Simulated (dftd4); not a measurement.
Br$_{2}$In (SMILES [Br][In+][Br]), charge +1, singlet, at a GFN2-xTB geometry (such geometries of metal compounds can be far from the true shape); D4 for pbe0 in dftd4 4.2.0.

Input for dftd4:
```
$ dftd4 mol.xyz --func pbe0 --charge 1 --json dftd4.json --noedisp

# file mol.xyz
3

In     0.00000000     0.00000000     0.00000000
Br    -0.00000000    -0.00000000    -2.51169977
Br     0.00000000     0.00000000     2.51169977
```

Predict the main parts of the log of this dftd4 run.


```
                    ____  _____ _____     ____  _  _
      -------------|  _ \|  ___|_   _|---|  _ \| || |------------
     |             | | | | |_    | | ___ | | | | || |_           |
     |             | |_| |  _|   | ||___|| |_| |__   _|          |
     |             |____/|_|     |_|     |____/   |_|            |
     |             ===================================           |
     |            E. Caldeweyher, S. Ehlert & S. Grimme          |
     |          Mulliken Center for Theoretical Chemistry        |
     |                    University of Bonn                     |
      -----------------------------------------------------------

Rational (Becke-Johnson) damping: pbe0-D4-ATM
---------------------
  s6         1.0000
  s8         1.2007
  s9         1.0000
  a1         0.4009
  a2         5.0293
 alp        16.0000
--------------------

Dispersion energy:      -2.6584360914662E-03 Eh

[Info] JSON dump of results written to 'dftd4.json'
```
